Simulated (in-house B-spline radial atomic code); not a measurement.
# Ionising Sb V (Sb4+) with different functionals

Computed with an all-electron radial atomic-structure program (B-spline basis): non-relativistic Hamiltonian, point nucleus, spin-polarised at highest spin, spherical fractional occupations for the functionals, and exact exchange of hybrids averaged over the configuration. The ionisation energy is the difference of two self-consistent energies, [Kr] 4d10 5s1 → [Kr] 4d10, without Breit or QED terms; ε is the level of the shell that loses the electron (its least bound occupied spin orbital). There is no spin-orbit coupling in this Hamiltonian.

```json
{"method": "PBE0", "rung": "global hybrid", "ΔSCF (eV)": "53.32", "-ε(5s) (eV)": "49.51"}
{"method": "B3LYP", "rung": "global hybrid", "ΔSCF (eV)": "53.81", "-ε(5s) (eV)": "49.60"}
{"method": "TPSSh", "rung": "global hybrid", "ΔSCF (eV)": "53.10", "-ε(5s) (eV)": "48.67"}
{"method": "M06-2X", "rung": "global hybrid", "ΔSCF (eV)": "53.06", "-ε(5s) (eV)": "50.33"}
{"method": "BHandHLYP", "rung": "global hybrid", "ΔSCF (eV)": "53.25", "-ε(5s) (eV)": "50.58"}
{"method": "r2SCAN0", "rung": "global hybrid", "ΔSCF (eV)": "52.99", "-ε(5s) (eV)": "49.68"}
{"method": "B97-1", "rung": "global hybrid", "ΔSCF (eV)": "53.08", "-ε(5s) (eV)": "49.01"}
{"method": "HSE06", "rung": "range-separated hybrid", "ΔSCF (eV)": "53.38", "-ε(5s) (eV)": "49.20"}
{"method": "wB97X", "rung": "range-separated hybrid", "ΔSCF (eV)": "?", "-ε(5s) (eV)": "?"}
{"method": "CAM-B3LYP", "rung": "range-separated hybrid", "ΔSCF (eV)": "53.75", "-ε(5s) (eV)": "51.21"}
{"method": "LC-wPBE", "rung": "range-separated hybrid", "ΔSCF (eV)": "?", "-ε(5s) (eV)": "?"}
```

What does LC-wPBE give?

ΔSCF 53.23 eV, and -ε(5s) = 52.35 eV.

What does wB97X give?

ΔSCF 52.59 eV, and -ε(5s) = 51.67 eV.

Among the functionals, which spreads more, the ΔSCF values or the orbital energies?

The orbital energies: ΔSCF values span about 1.23 eV and the orbital energies 3.68 eV.

How do they compare with the NIST value?

NIST lists 55.0 eV ± 0.1 (semi-empirical, ground level to ground level). Errors run from -2.41 to -1.19 eV; B3LYP is closest (-1.19 eV), though others lie within the uncertainty of it, and part of that can be cancellation, since the calculations leave out relativity, Breit-QED terms.
